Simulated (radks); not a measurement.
Ionisation of the scandium ion Sc+, [Ar] 3d1 4s1, to [Ar] 3d1 as the strength of local exchange is varied. Method: non-relativistic Kohn-Sham, Slater X-alpha exchange (alpha = 2/3 is LDA exchange), no correlation, spin-polarised, spherical densities, point nucleus; open shells are filled with parallel spins first; computed with a radial shooting solver on a logarithmic mesh with Libxc functionals.

alpha,E(Sc+) (hartree),exchange (hartree),IE (eV),-e of the level emptied (eV),<r> of it (bohr)
0.562,-751.31740,-29.39906,11.997,9.088 (4s),3.448
0.667,-756.82771,-35.11529,12.664,9.788 (4s),3.361
0.909,-769.66112,-48.55280,14.270,11.508 (4s),3.174
0.996,-774.32002,-53.47273,14.871,12.161 (4s),3.111
1.017,-775.44815,-54.66733,15.017,12.322 (4s),3.097

NIST Atomic Spectra Database: 12.800 eV (measured). The Delta-SCF value meets it near alpha = 0.69. Open shells are spherical and high-spin; term and fine-structure splittings are not resolved.
